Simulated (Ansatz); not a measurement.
C$_{3}$H$_{7}$O, charge +1, singlet, at a GFN2-xTB geometry; BHLYP/STO-3G in Ansatz (a first-principles code).

Here is a job for Ansatz.
Ansatz 0.2 input:
```yaml
crystal:
  periodic: [false, false, false]
  atoms:
    - {symbol: C, position_ang: [1.26954243, -0.51583496, 0.42347639]}
    - {symbol: C, position_ang: [0.00914533, 0.05602927, -0.04131588]}
    - {symbol: C, position_ang: [-1.26760724, -0.54379591, 0.33688306]}
    - {symbol: O, position_ang: [0.08605670, 1.08994692, -0.77297584]}
    - {symbol: H, position_ang: [1.18030343, -0.95387353, 1.41596058]}
    - {symbol: H, position_ang: [1.54213088, -1.33867750, -0.24775418]}
    - {symbol: H, position_ang: [2.07947599, 0.21060167, 0.37675653]}
    - {symbol: H, position_ang: [-2.08929776, -0.25830725, -0.31950050]}
    - {symbol: H, position_ang: [-1.52117278, -0.20226655, 1.34780334]}
    - {symbol: H, position_ang: [-1.19873495, -1.62886268, 0.40901627]}
    - {symbol: H, position_ang: [-0.74764167, 1.47342013, -1.11273667]}
basis:
  gaussian:
    orbitals: STO-3G
hamiltonian:
  xc: {name: BHLYP}
total_charge: 1
accuracy: high
```

Question: What does Ansatz print? Leave out banner, timings and long lists.

Answer: 
```
Functional definition: BHLYP
557 factors; integrals over basis functions are off by at most 3.5e-9 eV
mean field evaluation 1: about -5194.8391 eV, gradient 2.1e1 eV
mean field evaluation 2: about -5195.0156 eV, gradient 2.1e1 eV
mean field evaluation 4: about -5196.0962 eV, gradient 6.5e-1 eV
mean field evaluation 8: about -5196.1260 eV, gradient 4.1e-3 eV
mean field evaluation 16: about -5196.1260 eV, gradient 3.4e-7 eV
mean field -5196.12597643 eV, -190.9541075730 hartree, gradient 5.5e-8 eV, S^2 0.000000; 0 other end points of the search recorded, 0 dependent functions left out
reference -5196.12600040 eV, -190.9541084541 hartree; 16, 16 occupied and 11, 11 virtual orbitals, 557 factors
Total energy: -5196.12600040 eV, -190.9541084541 hartree
```
